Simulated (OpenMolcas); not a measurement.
## Ho⁴⁺: the spin-orbit constant, worked from levels

```yaml
Program: OpenMolcas 26.06
Basis: ANO-RCC-VQZP [9s8p6d4f3g2h]
Scalar_Hamiltonian: DKH2, point nucleus
Active_space: 9 electrons in 7 orbitals (4f)
State_averaging: 2S+1 = 6 odd, 21 roots (18 in the spin-orbit step); 2S+1 = 4 odd, 224 roots (39 in the spin-orbit step)
Spin-orbit_coupling: RASSI with atomic mean-field integrals over the reference wave functions, term energies averaged over their components
```

Methods: CASSCF; SS-CASPT2, IPEA 0.25 Eh, imaginary shift 0.1 Eh (closed shells correlated: 5s 5p).

**The spin-orbit constant.** For the Hund term ⁶H° of f9, E(J) = (A/2) J(J+1) + constant and ζ = -2S·A = -5A. From J = 5/2 to J = 15/2 the energy changes by 27.5 A.

```tsv
Source	E(15/2) - E(5/2)	A	ζ
CASSCF	-14595.5	-530.7	2654
SS-CASPT2	-14689.9	-534.2	2671
```

All in cm-1. Both methods take the spin-orbit matrix elements from the reference wave functions, so the second can move ζ only through the term energies and any multistate remixing. Second-order mixing with other terms is absorbed into this ζ.

Term energies are means over components that CASPT2 splits; among the terms shown or strongly mixed into the levels shown the widest spread is 76 cm-1 (4f⁹ ⁶H°, SS-CASPT2). High states are left out of the spin-orbit mixing, which shifts the levels that they would mix with. Without dynamic correlation excited terms often stand tens of per cent too high (terms of higher spin than the ground term too low), and those without a measured partner can miss by more than the paired ones (holds for CASSCF). Levels of configurations outside the active space are missing.

° marks odd parity.
